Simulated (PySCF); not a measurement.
## Radial density of He⁺ (helium, charge +1)

UHF, 1s1, 2S determinant. All numbers are calculated (PySCF 2.14, the non-relativistic Hamiltonian (point nucleus), in cc-pVDZ).

```
r (bohr)  4πr²ρ (e/bohr)  4πr²(ρα − ρβ)
  0.0154        0.006468         0.0065
  0.0258         0.01812         0.0181
  0.0435         0.04990         0.0499
  0.0731          0.1312         0.1312
   0.123          0.3092         0.3092
   0.207          0.6045         0.6045
   0.348          0.9691         0.9691
   0.585           1.037         1.0370
   0.985          0.6077         0.6077
    1.66          0.1106         0.1106
    2.79        0.007752         0.0078
```
